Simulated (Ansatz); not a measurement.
Total energies of C6H14S, SMILES `CCSC(C)(C)C`.

```xyz
21

C     0.740    2.650   -1.674
C     0.362    1.222   -1.325
S     0.262    1.072    0.471
C    -0.201   -0.681    0.742
C     0.866   -1.618    0.195
C    -0.280   -0.812    2.258
C    -1.556   -0.989    0.122
H     1.707    2.917   -1.242
H    -0.003    3.356   -1.300
H     0.808    2.769   -2.758
H    -0.603    0.968   -1.771
H     1.112    0.528   -1.712
H     0.948   -1.548   -0.892
H     1.842   -1.394    0.628
H     0.610   -2.655    0.437
H    -0.556   -1.836    2.525
H    -1.031   -0.136    2.673
H     0.681   -0.584    2.724
H    -1.533   -0.900   -0.966
H    -2.323   -0.314    0.507
H    -1.849   -2.017    0.360
```

Charge 0, multiplicity 1. All single points use the PBE0-D4/def2-TZVP geometry. It is one conformer, not always the lowest. Basis def2-TZVPP, Ansatz.

RPA on PBE orbitals: Hartree–Fock energy of these orbitals -632.92053 Eh, correlation -2.10136 Eh (frozen core).

| functional | energy without D4 (Eh) | D4 term (kJ/mol) |
| --- | --- | --- |
| LDA (SPW92) | -631.73572 | – |
| revPBE | -635.21261 | -161.5 |
| r2SCAN | -635.19012 | -13.6 |
| B3LYP | -635.39658 | -80.3 |
| r2SCANh | -635.18158 | -14.2 |
| r2SCAN0 | -635.17020 | -15.6 |
| HSE06 (plane-wave form) | -634.91079 | -39.8 |
| BHLYP | -635.20740 | -57.5 |
| CAM-B3LYP | -635.23372 | -43.2 |
| LC-ωPBE | -635.11447 | – |
| ωB97X-V | -635.24811 | – |
| ωB97M-V | -635.20452 | – |
| B2PLYP | -635.00691 | – |
| PBE-QIDH | -634.82330 | – |

Task: Give the same for PBE, BLYP, B97M-V, PBE0. (Best estimate.)

Result: Computed: 
| functional | energy without D4 (Eh) | D4 term (kJ/mol) |
| --- | --- | --- |
| PBE | -634.85143 | -50.6 |
| BLYP | -635.20731 | -111.0 |
| B97M-V | -635.27872 | – |
| PBE0 | -634.93365 | -42.9 |

B3LYP takes the VWN-RPA correlation (the form of Gaussian; ORCA's B3LYP/G). HSE06 is the plane-wave form, built on full-range PBE exchange. The double hybrids freeze the cores in their second-order part.

LC-ωPBE has ω = 0.4 bohr⁻¹.
